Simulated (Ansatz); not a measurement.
`[CH3][Zn][TeH]` + `[CH3][AlH2]` → `[CH3][AlH][TeH]` + `[CH3][ZnH]`  (formal exchange of groups at a Te–Zn bond)

Calculated with Ansatz (gas phase, PBE0-D4/def2-TZVP geometries, no zero-point term in ΔE). CCSD(T)/CBS adds triple-zeta CCSD(T) − MP2 to the extrapolated MP2 energy (def2 sets, frozen cores). This one scheme is used for every species. DFT in def2-TZVPP. def2 core potentials past Kr. For Te, Zn outer-core shells are correlated without core-valence functions, which leaves a few kJ/mol of doubt a bond. Scalar relativity is left out up to krypton.

```csv
level,ΔE (kJ/mol),difference from CCSD(T)/CBS
BLYP-D4,-4.2,-5.5
B97M-V,-3.6,-4.9
PBE-QIDH,-3.4,-4.7
BLYP,-0.5,-1.8
PBE0,-3.7,-5.0
r2SCANh,-5.7,-7.0
CCSD/def2-SVP,6.2,4.9
SCS-MP2/def2-TZVPP,-4.0,-5.3
CCSD/def2-TZVPP,-4.0,-5.3
HF/def2-QZVPP,14.4,13.1
CCSD(T)/CBS,1.3,0
```

Largest T1 diagnostic among the species: 0.014.

From BLYP to BHLYP (50 % exact exchange), in def2-TZVPP and without D4, ΔE moves by +5.5 kJ/mol. In def2-TZVPP, CCSD(T) changes the Hartree–Fock value by −19.7 kJ/mol (the triples alone add −2.6 kJ/mol) and MP2 by −19.5 kJ/mol.
